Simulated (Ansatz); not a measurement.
F2H2NSV, SMILES `[NH2][V]([F])([F])=[S]`. Total charge 0; spin multiplicity 1. All single points use the PBE0-D4/def2-TZVP geometry. It is one conformer, not always the lowest.

```xyz
7

N     0.200    0.079   -1.085
V    -0.122   -0.091    0.673
F    -1.543   -1.043    0.913
F     1.213   -0.882    1.433
S    -0.356    1.770    1.337
H     0.254    0.924   -1.632
H     0.353   -0.755   -1.639
```

Question: What is the dipole moment at B3LYP/def2-TZVPP? (Estimate.)

Answer: The calculation gave: 3.22 D, with components (0.56, 0.47, -3.14) D in this frame, pointing from negative to positive charge.

Question: And with PBE, r2SCAN, ωB97M-V? (An estimate is asked.)

Answer: The calculation gave: PBE 3.15 D, r2SCAN 3.24 D, ωB97M-V 3.20 D.

Question: Give the Mulliken charges with B3LYP, PBE, ωB97M-V in def2-TZVPP. (An estimate is asked.)

Answer: Ansatz gave: 
```csv
atom,B3LYP,PBE,ωB97M-V
N1,-0.44,-0.42,-0.38
V2,1.07,0.93,0.96
F3,-0.36,-0.31,-0.35
F4,-0.36,-0.31,-0.35
S5,-0.25,-0.25,-0.19
H6,0.18,0.19,0.16
H7,0.16,0.17,0.14
```

B3LYP here is the variant with VWN-RPA as its local correlation; programs differ in this.
